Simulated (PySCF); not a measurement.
## Bi⁺: ionisation energy

Bi⁺ [Xe] 4f14 5d10 6s2 6p2 (3P) → Bi²⁺ [Xe] 4f14 5d10 6s2 6p1 (2P), as a difference of total energies. Computed with PySCF 2.14 in ANO-RCC-VTZP, with scalar relativity by spin-free X2C-1e. The calculations carry no spin-orbit coupling.

| method | ionisation energy (eV) |
| --- | --- |
| UHF | 15.355 |
| CAM-B3LYP | 15.914 |
| B3LYP | 15.874 |

Spin-orbit coupling is strong in these open shells (close to jj coupling). The scalar numbers leave it out and a first-order estimate fails, so it can dominate the gap to the real levels.

For comparison: 16.703 eV (measured; NIST Atomic Spectra Database, ionization energies).
